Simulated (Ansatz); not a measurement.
vinyl fluoride (C₂H₃F), singlet, at a GFN2-xTB geometry; Ansatz (a quantum-chemistry and plane-wave program) with HF/3-21G.

Ansatz was given this input:
Ansatz 0.2 input:
```yaml
crystal:
  periodic: [false, false, false]
  atoms:
    - {symbol: C, position_ang: [-0.00023788, 0.43449972, 0.00081824]}
    - {symbol: C, position_ang: [1.18088301, -0.14251782, -0.00743430]}
    - {symbol: F, position_ang: [-1.13849945, -0.27602062, 0.00639030]}
    - {symbol: H, position_ang: [-0.19582915, 1.49728660, 0.00400312]}
    - {symbol: H, position_ang: [1.28183807, -1.21329030, -0.01005988]}
    - {symbol: H, position_ang: [2.07661539, 0.44829788, -0.01175956]}
basis:
  gaussian:
    orbitals: 3-21G.json
hamiltonian:
  xc: hf
output: {forces: true}
```
The basis file holds 3-21G in the JSON format of the Basis Set Exchange.

What the program printed (banner, timings and long lists left out):

```
Functional definition: HF
402 factors; integrals over basis functions are off by at most 1.1e-3 eV
mean field evaluation 1: about -4785.7565 eV, gradient 2.2e1 eV
mean field evaluation 2: about -4785.7508 eV, gradient 2.2e1 eV
mean field evaluation 4: about -4787.0021 eV, gradient 2.1e0 eV
mean field evaluation 8: about -4787.0193 eV, gradient 1.4e-1 eV
mean field -4787.01943874 eV, -175.9197196154 hartree, gradient 1.0e-5 eV, S^2 0.000000; 0 other end points of the search recorded, 0 dependent functions left out
the calculation of the forces begins
reference -4787.01943874 eV, -175.9197196154 hartree; 12, 12 occupied and 21, 21 virtual orbitals, 402 factors
Total energy: -4787.01943874 eV, -175.9197196154 hartree
Atom 0 at    -0.000238     0.434500     0.000818 Å, force     1.183895     0.525153    -0.006197 eV/Å
Atom 1 at     1.180883    -0.142518    -0.007434 Å, force    -0.353661     0.344487     0.002794 eV/Å
Atom 2 at    -1.138499    -0.276021     0.006390 Å, force    -0.921085    -0.583479     0.004493 eV/Å
Atom 3 at    -0.195829     1.497287     0.004003 Å, force     0.322948    -0.449659    -0.002805 eV/Å
Atom 4 at     1.281838    -1.213290    -0.010060 Å, force    -0.085657     0.198387     0.000893 eV/Å
Atom 5 at     2.076615     0.448298    -0.011760 Å, force    -0.146441    -0.034889     0.000823 eV/Å
Dipole moment:     0.300594     0.218803    -0.001413 e Å
```
